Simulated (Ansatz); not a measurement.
Total energies of Ga₃H₅ from Ansatz at PBE-D4/def2-TZVPD, gas phase (1 Eh = 27.2114 eV = 2625.5 kJ/mol). The reference geometry is relaxed at r2SCAN-D4/def2-SVP.

```xyz
8

Ga    0.602   -0.675    0.872
Ga   -1.386    0.690    0.089
Ga    0.071   -0.092   -1.553
H     1.678   -0.964    1.974
H     0.454   -0.858   -2.844
H    -2.768    0.883    0.762
H    -0.125    0.958    1.245
H     1.474    0.059   -0.547
```

```csv
state,geometry,energy (Eh)
charge 0 singlet,reference,-5776.66369
charge -1 doublet,reference,-5776.67461
charge -1 doublet,relaxed at r2SCAN-D4/def2-SVPD,-5776.70020
free Ga atom (doublet),–,-1924.51534
free H atom (doublet),–,-0.49962
```

**Question.** Work out the vertical electron affinity, to the doublet.

**Answer.** E(charge 0 singlet) − E(charge -1 doublet) = -5776.66369 − (-5776.67461) = 0.01092 Eh = 0.30 eV.

**Question.** How much does the charge -1 doublet relax, and what is the adiabatic electron affinity?

**Answer.** Relaxation: -5776.67461 − (-5776.70020) = 0.02559 Eh = 0.70 eV. Adiabatic electron affinity: 0.03651 Eh = 0.99 eV, without zero-point energy. 

**Question.** What is the binding energy per atom against free atoms?

**Answer.** Atoms: 3 × (-1924.51534) + 5 × (-0.49962) = -5776.04412 Eh. Binding: -5776.04412 − (-5776.66369) = 0.61957 Eh = 16.86 eV, or 2.11 eV for each of 8 atoms (no zero-point energy, no counterpoise term).

At PBE-D4/def2-TZVPD the highest occupied level of the charge -1 doublet lies above zero (up to 1.75 eV). By energy differences its removal costs 0.30 eV (vertical, to the charge 0 singlet, at PBE-D4/def2-TZVPD); a positive level beside a positive removal energy at the same level points to self-interaction error. At PBE-D4/def2-TZVPD the highest occupied level of the relaxed charge -1 doublet lies above zero (up to 0.73 eV). By energy differences its removal costs 0.99 eV (each at its own geometry, to the charge 0 singlet, at PBE-D4/def2-TZVPD); the vertical value is larger still, so the positive level points to self-interaction error. 

The structure comes from a short search, and lower isomers may exist.
